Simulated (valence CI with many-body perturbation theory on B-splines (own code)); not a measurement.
Values are calculated unless marked as measured or tabulated.
## Energy levels of Sn

Level of theory: configuration interaction combined with many-body perturbation theory (CI+MBPT): four valence electrons over a frozen Dirac-Fock core [Kr] 4d10, a basis of 11 s, 11 p, 9 d, 7 f, 5 g, 2 h, 1 i functions for each j, with the one-electron correlation potential Σ1, the two-electron term Σ2, the three-electron term Σ3, Breit, model QED; selected CI, second order for the rest, scaled by the run's own slope (own B-spline code, finite nucleus).

Set against measurement, 31 paired levels are off by 50 cm⁻¹ on average, the worst by 287. These come from a selection out of the NIST Handbook of Basic Atomic Spectroscopic Data. Levels without a partner in it may be off by more. Among the levels kept, up to 400 cm⁻¹ of a level comes from second order outside the variational space, and about a tenth of that is noise between levels of different J, which matters for small intervals.

Levels 46 to 58 of 58, with energies above the lowest level, (5s^2 5p1/2^2) J=0. "Leading %" is the weight of the configuration and term that name the level; weights of strongly mixed levels are sums over their largest components and can fall short. In the jj column 3d3/2^4 stands for four electrons in 3d with j = 3/2.

```
No.  Configuration  Term  J  E (eV)  Leading %  Second component               Leading jj
 46        4f5s²5p    ³F  2   6.478         44   29 % 4f5s²5p ¹D  4f5/2 5s^2 5p1/2 (91 %)
 47        5s²5p7s   ³P°  2   6.490         89                       5s^2 5p3/2 7s (89 %)
 48        5s²5p7s   ¹P°  1   6.524         47  17 % 5s²5p7s ³P°     5s^2 5p3/2 7s (63 %)
 49        5s²5p8s   ³P°  0   6.554         91                       5s^2 5p1/2 8s (91 %)
 50        5s²5p8s   ³P°  1   6.565         51  25 % 5s²5p8s ¹P°     5s^2 5p1/2 8s (76 %)
 51        5s²5p7d   ³D°  1   6.632         22  17 % 5s²5p6d ¹P°  5s^2 5p1/2 7d3/2 (35 %)
 52        5s²5p7d   ³D°  2   6.636         18    17 % 5s5p³ ³D°  5s^2 5p1/2 7d5/2 (32 %)
 53          5s5p³   ³D°  3   6.658         20  14 % 5s²5p7d ³D°  5s^2 5p1/2 7d5/2 (26 %)
 54        5s²5p8p    ³D  1   6.695         63   22 % 5s²5p8p ¹P  5s^2 5p1/2 8p1/2 (89 %)
 55        5s²5p8p    ³P  1   6.713         44   24 % 5s²5p8p ³S  5s^2 5p1/2 8p3/2 (89 %)
 56        5s²5p7d   ³F°  2   6.713         50  26 % 5s²5p7d ¹D°  5s^2 5p1/2 7d3/2 (78 %)
 57        5s²5p8p    ³D  2   6.713         47   28 % 5s²5p8p ¹D  5s^2 5p1/2 8p3/2 (89 %)
 58        5s²5p8p    ³P  0   6.721         62   26 % 5s²5p8p ¹S  5s^2 5p1/2 8p1/2 (88 %)
```

Where two levels of one J and parity lie close, their mixing, g and order are uncertain.
